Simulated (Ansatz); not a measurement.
Al2F2H2S, SMILES `[F][Al]([F])[S][AlH2]`. The species carries charge 0 and has multiplicity 1.

```xyz
7

F     0.4061    1.0983    0.2301
Al    1.4624   -0.2713    0.2284
F     3.0257    0.0397    0.5579
S     0.1109   -1.7975   -0.2350
Al   -1.2421    0.0780   -0.2156
H    -2.1303    0.2329    1.0803
H    -1.6327    0.6200   -1.6460
```

(1) What are the harmonic wavenumbers in cm⁻¹ at PBE0-D4/def2-TZVP (Ansatz, finite differences of forces, unscaled)? (Best estimate.)

(2) Is this a minimum?

(3) Give the ideal-gas thermochemistry at 298.15 K and 1 bar (rigid rotor, harmonic oscillator; point group Cs, symmetry number 1).

(4) Rotational constants (cm⁻¹)?

## Answers

(1) The calculation gave: 89, 169, 232, 286, 319, 402, 423, 487, 522, 597, 722, 761, 936, 1945, 1955.

(2) Yes, all 15 modes are real.

(3) Zero-point energy 58.9 kJ/mol; H(298) − E = 79.7 kJ/mol; entropy 348.2 J/(mol·K), of which translation 169.2, rotation 116.1, vibration 62.9; G(298) − E = -24.1 kJ/mol. Modes under 100 cm⁻¹ are hindered rotations or soft bends, so the harmonic entropy is rough.

(4) 0.1398, 0.0652, 0.04541.
